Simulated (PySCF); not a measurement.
# Mayer bond orders and bond lengths

Species: Mo(NH)2Cl2 (singlet state).
Structure used (PBE0-D3(BJ)/def2-SVP), in Å, numbered top down from 1:
```
atom  x, y, z in Å
Mo1   -0.3872    0.0344   -0.2927
N2    -0.4347   -0.0801    1.4119
H3    -0.0193   -0.1578    2.3398
N4     1.2469    0.0173   -0.7891
H5     2.2523   -0.0273   -0.6263
Cl6   -1.2780    2.0496   -0.8983
Cl7   -1.3800   -1.8360   -1.1454
```

Bond orders from the PBE0/pcSseg-1 (def2-TZVP on Mo) density (PySCF). Isolated species at its PBE0-D3(BJ)/def2-SVP geometry, gas phase. Atoms past krypton carry effective core potentials; spin–orbit coupling is left out.

Q: Set the Mayer orders of the bonds beside their lengths.

A: 
| bond | length (Å) | Mayer order |
| --- | --- | --- |
| Mo1–N2 | 1.709 | 1.989 |
| Mo1–N4 | 1.708 | 1.992 |
| Mo1–Cl6 | 2.285 | 0.959 |
| Mo1–Cl7 | 2.283 | 0.961 |
| N2–H3 | 1.020 | 0.893 |
| N4–H5 | 1.019 | 0.893 |

Q: Sum the orders of all bonds at each heavy atom with more than one neighbour.

A: Mo1 5.901, N2 2.882, N4 2.885. Orders between atoms that aren't bonded are not in these sums.

The Mayer order sums products of elements of PS (density times overlap matrix) between the two atoms' basis functions, so it depends on the basis set.

These values come from a run that also computed NMR shieldings. The run took 16 s of wall time on one thread of an Arm Neoverse N1, no GPU (shared host).
